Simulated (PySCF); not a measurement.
C4H4OSe, SMILES C=C1C[Se]C1=O.

The structure is a stationary point at PBE-D3(BJ)/def2-SVP. The structure was generated by enumeration, and PubChem lists no compound with its InChIKey, so it may never have been made.

Level of theory: PBE-D3(BJ)/def2-SVP run with PySCF.

Frequencies are harmonic and unscaled.

```
mode  ν (cm⁻¹)  IR (km/mol)  moving atoms (share of kinetic energy)
----  --------  -----------  --------------------------------------
1           75          0.0           C 57 %, H 25 %, O 9 %, Se 9 %
2          260          1.1                  O 42 %, C 31 %, H 20 %
3          312          8.1         C 33 %, O 29 %, Se 27 %, H 11 %
4          317          0.4                  C 63 %, H 22 %, O 15 %
5          418          5.9                  C 59 %, Se 27 %, O 9 %
6          572          8.6                          C 48 %, H 47 %
7          608         21.3                  C 64 %, H 20 %, O 13 %
8          678          5.2                  C 68 %, O 18 %, H 11 %
9          724          1.0                          H 61 %, C 37 %
10         839          2.2                          H 76 %, C 24 %
11         849         31.7                          C 68 %, H 29 %
12         906         78.6                          C 60 %, H 37 %
13         910         28.5                          H 73 %, C 27 %
14        1033          0.2                          H 82 %, C 18 %
15        1111         10.7                          H 73 %, C 27 %
16        1215         24.6                          C 81 %, H 16 %
17        1348         18.4                          H 87 %, C 13 %
18        1390          0.4                           H 91 %, C 9 %
19        1665          4.7                                  C 93 %
20        1841        391.6                          C 63 %, O 37 %
21        3012          9.1                                  H 95 %
22        3079          1.1                          H 90 %, C 10 %
23        3081          0.7                                  H 95 %
24        3186          0.1                          H 89 %, C 11 %
```
